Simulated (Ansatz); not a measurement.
Mulliken charges of Cl2H2Se2Zr, SMILES `[Cl][Zr]([Cl])([SeH])[SeH]` from PBE/def2-TZVPP in Ansatz (PBE0-D4/def2-TZVP geometry).

| atom | x (Å) | y (Å) | z (Å) | charge (e) |
| --- | --- | --- | --- | --- |
| Cl1 | -1.255 | -2.352 | -0.687 | -0.227 |
| Zr2 | 0.175 | -0.666 | 0.016 | 0.644 |
| Cl3 | 2.236 | -1.407 | 0.779 | -0.227 |
| Se4 | -0.800 | 0.676 | 1.956 | -0.177 |
| Se5 | 0.398 | 0.889 | -1.997 | -0.178 |
| H6 | -1.885 | 1.057 | 1.031 | 0.083 |
| H7 | 1.131 | 1.802 | -1.099 | 0.083 |

Question: By hand: the dipole of these point charges (1 e Å = 4.8032 D).

Answer: Σ q r = (-0.102, 0.384, -0.007) e Å, of length 0.397 e Å = 1.91 D.

Question: How does the dipole of the full density compare? (An estimate is asked.)

Answer: Ansatz gave: (-0.042, 0.156, -0.003) e Å, 0.78 D; the point charges give 2.45 times that, at 0° from its direction.

Point charges leave out the atoms' own dipoles, such as those of lone pairs, and Mulliken's split depends on the basis, so the two needn't agree.
